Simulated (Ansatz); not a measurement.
Isolated molecules relaxed with PBE0-D4/def2-TZVP in Ansatz; ΔE leaves out vibrations. CCSD(T)/CBS adds triple-zeta CCSD(T) − MP2 to the extrapolated MP2 energy (def2 sets, frozen cores). Functionals use def2-TZVPP. For Ga outer-core shells are correlated without core-valence functions, which leaves a few kJ/mol of doubt a bond. Scalar relativity is left out up to krypton. Each species was taken in one conformer, which may not be the lowest.

Consider the isomerisation: `C[SiH2][GaH][NH2]` → `N[SiH2][CH2][GaH2]`.

```csv
level,ΔE (kJ/mol)
revPBE-D4,31.5
r2SCAN0-D4,20.8
ωB97M-V,15.5
r2SCANh,24.2
```

Question: What does CCSD(T)/CBS give? (Estimate.)

Answer: The calculation gave: +21.8 kJ/mol. The listed levels differ from it by 9.7, -1.0, -6.3, 2.4 kJ/mol.

Question: What do rigid-rotor, harmonic-oscillator terms from PBE0-D4/def2-TZVP frequencies (298.15 K, 1 bar) make of the CCSD(T)/CBS value? (Best estimate.)

Answer: Computed: ΔZPE = -9.1 kJ/mol, ΔH = +12.4 kJ/mol, ΔS = -3 J/(mol·K), ΔG = +13.3 kJ/mol. Modes under 50 cm⁻¹ make the entropy rough.

Largest T1 diagnostic among the species: 0.014.

Leaving LDA and LC-ωPBE aside and taking each functional with its dispersion term where it has one, the values, not all of them listed here, spread over 19.8 kJ/mol, from ωB97M-V to PBE-D4. LDA lies −5.4 kJ/mol from PBE without D4. From BLYP to BHLYP (50 % exact exchange), in def2-TZVPP and without D4, ΔE moves by −16.8 kJ/mol. At CCSD(T), def2-SVP lies +14.0 kJ/mol from the extrapolated value and def2-TZVPP −0.9 kJ/mol.

CCSD(T)/CBS has its own doubt, a few kJ/mol and more with outer-core shells, so smaller differences from it don't rank the levels.
